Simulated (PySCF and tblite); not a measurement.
Values are calculated unless marked as measured or tabulated.
System: C₄H₂FN₃, numbered as in [N:1]#[C:2][c:3]1[cH:4][n:5][nH:6][c:7]1[F:8].

Level: revPBE/pcSseg-1 + D3(BJ), IEF-PCM dimethylsulfoxide on PBE0-D3(BJ)/def2-SVP stationary points, with GFN2-xTB thermal terms. Rates follow Eyring's equation with the number of equivalent paths and no tunnelling. Run with tblite and PySCF.

Tunnelling of the moving H, left out here, will speed the real process. In real samples such hydrogens mostly exchange between molecules or through solvent, far faster than by this path.

Question: How high is the barrier to the shift of H on N6 from N6 to N5, through which structure does it pass, and what rate follows at 298 K?

Answer: The electronic barrier is 49.2 kcal/mol and ΔG‡(298 K) 45.0 kcal/mol, over a C1 saddle with an imaginary mode of 1657i cm⁻¹ (GFN2-xTB). With 2 equivalent paths, k is 1.3×10⁻²⁰ s⁻¹. The end lies 3.9 kcal/mol below the start in free energy.
